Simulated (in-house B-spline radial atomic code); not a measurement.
What moves the levels of Zn ([Ar] 3d10 4s2)? Computed with an all-electron radial atomic-structure program (B-spline basis): Dirac-Hartree-Fock, average of configuration, Fermi nucleus of rms radius 3.9283 fm.

Baseline run (computed): total energy -1794.6129 hartree, 1s1/2 at -357.7486 hartree, 4s1/2 at -8.1263 eV with <r> = 2.848 bohr.

Scaling the speed of light c (a factor of 100 is close to the non-relativistic limit):

| c/c0 | ΔE (hartree) | 4s1/2 level (eV) | 4s1/2 <r> (bohr) |
| --- | --- | --- | --- |
| 0.95 | -1.8599 | -8.14528 | 2.843 |
| 0.98 | -0.70873 | -8.13349 | 2.846 |
| 1.02 | 0.66617 | -8.11947 | 2.85 |
| 1.5 | 9.4145 | -8.03161 | 2.876 |
| 100 | 16.77 | -7.95939 | 2.898 |

Changing the nucleus:

| nucleus | ΔE (eV) |
| --- | --- |
| Gaussian nucleus of rms radius 3.9283 fm | -0.000261 |
| uniform spherical nucleus of rms radius 3.9283 fm | 0.000167 |
| Gaussian nucleus of rms radius 0.01 fm | -0.239 |
| Fermi nucleus of rms radius 3.8497 fm | -0.00924 |
| Fermi nucleus of rms radius 4.0069 fm | 0.00942 |

A larger nucleus binds the electrons less, roughly as the density at the nucleus times the change of the nuclear <r²>. At equal rms radius the shape enters only through higher moments. A radius of 0.01 fm is nearly a point.

(1) The nuclear charge is raised by 0.1. What does the Hellmann-Feynman theorem predict for the energy, and what is found?

Results:

(1) dE/dZ ≈ -Σ<1/r>, which is -144.467 at the start and -145.126 at the end; their mean times 0.1 is -14.48 hartree, and the two runs differ by -14.48 hartree.
